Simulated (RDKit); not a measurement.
Input for RDKit: UFF on CH6FN (a complex), monomers drawn apart or pushed together.

```python
from rdkit import Chem
from rdkit.Chem import AllChem, rdDetermineBonds

blocks = [
'''4

N     0.00140146   -0.17523242    0.29841784
H     0.23762390   -0.88215015   -0.38847313
H    -0.14930473    0.69280266   -0.20278622
H     0.81220576   -0.04631168    0.89496808
''',
'''5

C     0.09394664   -0.52690464    3.41665086
F     1.32848669   -0.15328364    2.87389142
H    -0.20796700    0.23489388    4.13593406
H    -0.62509139   -0.60002428    2.60183387
H     0.21655216   -1.48894935    3.91498411
''',
]
mol = None
for b in blocks:
    f = Chem.MolFromXYZBlock(b)
    rdDetermineBonds.DetermineBonds(f, charge=0)
    mol = f if mol is None else Chem.CombineMols(mol, f)
Chem.SanitizeMol(mol)
print(Chem.MolToSmiles(Chem.RemoveHs(mol)))
ff = AllChem.UFFGetMoleculeForceField(mol, vdwThresh=100.0, ignoreInterfragInteractions=False)
e = ff.CalcEnergy()
print(f'UFF energy {e:.6f} kcal/mol')
```

It printed:

```
CF.N
UFF energy 10.284004 kcal/mol
```

The run finished.

Cost: around 0.05 core-seconds (rough).
